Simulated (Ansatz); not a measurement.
CrO2Cl2 (CrCl2O2). The state is a singlet with charge 0. Geometry relaxed at r2SCAN-D4/def2-SVP.

Cartesian coordinates in Å:
```
Cr -0.017 0.117 0.016
O -1.133 0.756 0.871
O 0.849 1.241 -0.595
Cl -0.897 -1.013 -1.547
Cl 1.198 -1.102 1.255
```

The restricted singlet is unstable towards broken spin symmetry at other levels; at r2SCAN-D4/def2-SVP this wasn't settled.

Estimate the harmonic wavenumbers at RKS r2SCAN-D4/def2-SVP (Ansatz, unscaled). Is this a minimum?

142, 226, 240, 279, 372, 483, 506, 1118, 1130 cm⁻¹. Yes, no mode is imaginary beyond noise. Zero-point energy 26.9 kJ/mol. Run time 41 s (4 threads of Arm Neoverse N1 on a shared host).
